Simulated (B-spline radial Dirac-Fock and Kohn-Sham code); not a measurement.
## Two-hole binding energies of Ce⁴⁺

System: the Ce⁴⁺ ion in the configuration [Kr] 4d10 5s2 5p6, inside a Watson sphere of charge -4 and radius 2.7 Å (a model of the Madelung potential; inside it an electron's potential energy is raised by 21.3 eV).

Input of the calculation (task.json; shells as n, l, electrons):

```json
{"items": [{
  "Z": 58,
  "q": 4,
  "cfg": [[1, 0, 2], [2, 0, 2], [2, 1, 6], [3, 0, 2], [3, 1, 6], [3, 2, 10], [4, 0, 2], [4, 1, 6], [4, 2, 10], [5, 0, 2], [5, 1, 6]],
  "A": 140,
  "rrms": 4.8771,
  "watson": [-4, 2.7],
  "do": ["binding", "quiet", "double"]
}]}
```

Launch: `python xray_run.py task.json out`

Model: relaxed Dirac-Fock hole states (ΔSCF) with Breit and QED corrections and a finite nucleus. Program: a radial atomic solver. U is the two-hole binding energy less the two single-hole energies, the effective repulsion of the holes after relaxation. Each two-hole energy is an average over J within one jj subconfiguration.

```csv
holes,E(a) (eV),E(b) (eV),E(ab) (eV),U (eV)
1s⁻¹ 3p3/2⁻¹,40476.5,1225.8,41785.4,83.2
1s⁻¹ 3d3/2⁻¹,40476.5,940.6,41495.9,78.8
2s⁻¹ 2p1/2⁻¹,6591.8,6201.6,12949.6,156.1
2p1/2⁻²,6201.6,6201.6,?,?
2s⁻¹ 2p3/2⁻¹,6591.8,5760.6,12502.9,150.5
2p1/2⁻¹ 2p3/2⁻¹,6201.6,5760.6,12145.6,183.5
2p3/2⁻²,5760.6,5760.6,11702.5,181.4
2s⁻¹ 3p3/2⁻¹,6591.8,1225.8,7889.3,71.7
2s⁻¹ 3d3/2⁻¹,6591.8,940.6,7611.0,78.6
2p3/2⁻¹ 3s⁻¹,5760.6,1479.0,7311.4,71.8
2p3/2⁻¹ 3d5/2⁻¹,5760.6,922.2,6759.3,76.5
3p1/2⁻²,1314.2,1314.2,2689.4,61.1
3d3/2⁻²,940.6,940.6,1943.6,62.4
3d3/2⁻¹ 3d5/2⁻¹,940.6,922.2,1925.8,63.1
```

Q: Give the missing two-hole energy and U.

A: E(ab) = 12609.7 eV and U = 206.5 eV.
